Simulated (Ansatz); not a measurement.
Reaction (isomerisation): `OC[SiH2]O[SiH3]` → `C[Si](O)(O)[SiH3]`

Computed with Ansatz on PBE0-D4/def2-TZVP structures; ΔE is electronic, products minus reactants. CCSD(T)/CBS adds triple-zeta CCSD(T) − MP2 to the extrapolated MP2 energy (def2 sets, frozen cores). DFT in def2-TZVPP. B3LYP here is the variant with VWN-RPA as its local correlation; programs differ in this. One conformer a species, not always the lowest.

`OC[SiH2]O[SiH3]`:

```xyz
13

O     1.620    0.396   -0.480
C     0.542    1.187   -0.964
Si   -0.957    0.052   -1.029
O    -1.173   -0.630    0.440
Si   -0.324   -1.222    1.711
H     2.384    0.958   -0.332
H     0.328    2.033   -0.295
H     0.751    1.604   -1.960
H    -0.745   -1.007   -2.049
H    -2.165    0.847   -1.374
H     0.667   -2.233    1.267
H    -1.299   -1.860    2.631
H     0.371   -0.125    2.433
```

`C[Si](O)(O)[SiH3]`:

```xyz
13

C    -0.180   -1.708    0.007
Si    0.166    0.062    0.488
O    -0.668    0.519    1.827
O     1.771    0.224    0.857
Si   -0.490    1.564   -1.192
H    -1.247   -1.852   -0.179
H     0.356   -1.986   -0.905
H     0.122   -2.395    0.803
H    -0.338    0.213    2.675
H     2.395   -0.312    0.367
H    -0.203    2.971   -0.806
H     0.259    1.264   -2.447
H    -1.943    1.436   -1.495
```

| level | ΔE (kJ/mol) | difference from CCSD(T)/CBS |
| --- | --- | --- |
| PBE-D4 | -125.1 | -14.3 |
| r2SCAN-D4 | -118.8 | -8.0 |
| PBE0-D4 | -120.9 | -10.1 |
| B3LYP-D4 | -104.8 | 6.0 |
| ωB97X-V | -105.0 | 5.8 |
| ωB97M-V | -105.6 | 5.2 |
| B2PLYP | -105.2 | 5.6 |
| PBE | -125.1 | -14.3 |
| r2SCAN | -118.8 | -8.0 |
| PBE0 | -120.8 | -10.0 |
| B3LYP | -104.8 | 6.0 |
| HF/def2-TZVPP | -81.4 | 29.4 |
| MP2/def2-TZVPP | -108.9 | 1.9 |
| SCS-MP2/def2-TZVPP | -97.5 | 13.3 |
| CCSD/def2-TZVPP | -104.2 | 6.6 |
| CCSD(T)/def2-TZVPP | -107.6 | 3.2 |
| HF/def2-QZVPP | -79.9 | 30.9 |
| MP2/def2-QZVPP | -110.2 | 0.6 |
| SCS-MP2/def2-QZVPP | -99.3 | 11.5 |
| HF/CBS(def2) | -79.7 | 31.1 |
| MP2/CBS(def2) | -112.1 | -1.3 |
| CCSD/CBS(def2) | -107.4 | 3.4 |
| CCSD(T)/CBS | -110.8 | 0 |

Largest T1 diagnostic among the species: 0.012.

In def2-TZVPP, CCSD(T) changes the Hartree–Fock value by −26.2 kJ/mol (the triples alone add −3.4 kJ/mol) and MP2 by −27.5 kJ/mol. From PBE to PBE0 (25 % exact exchange), in def2-TZVPP and without D4, ΔE moves by +4.3 kJ/mol.
